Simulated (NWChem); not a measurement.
Species: C$_{2}$H$_{6}$STe; SMILES CC[Te]S

```xyz
10

Te     0.7063    -0.1267     0.0528
C     -0.3020     1.7063    -0.5410
C     -1.4455     2.1057     0.3649
H     -0.6244     1.5598    -1.5817
H      0.5114     2.4510    -0.5461
H     -1.1024     2.3007     1.3919
H     -2.2080     1.3127     0.4074
H     -1.9335     3.0200    -0.0128
S     -1.2331    -1.5637    -0.0026
H     -1.1557    -1.9109    -1.3084
```
Atoms are numbered in this order, from 1.

Results from NWChem. Medium grid unless said otherwise, to which SCAN and Minnesota functionals are sensitive. The geometry was optimised at PBE0/def2-SVP. Not confirmed as a minimum by frequencies. def2 effective core potentials on Te; no spin-orbit coupling. B3LYP is NWChem's, with the RPA form of VWN correlation. Total energies of different functionals are on different scales.

```csv
level,energy (Ha),highest occupied level (eV),orbital gap (eV),dipole (D)
B3LYP/def2-SVP,-745.9641,-5.86,4.31,1.75
PBE/def2-SVP,-745.5624,-5.03,2.82,1.75
LRC-wPBEh/def2-SVP,-745.6629,-7.96,8.20,1.91
B97-2/def2-SVP,-746.1450,-5.89,4.44,1.87
PW91/def2-SVP,-745.9016,-5.07,2.81,1.74
N12/def2-SVP,-746.5215,___,2.76,1.76
BLYP/def2-SVP,-745.7413,-4.81,2.78,1.64
r2SCAN/def2-SVP,-745.8827,-5.32,3.19,1.90
M05-2X/def2-SVP,-745.7746,-7.42,6.97,1.98
```

Task: What belongs in the gaps?

Result: 
- N12/def2-SVP, highest occupied level (eV): -4.75
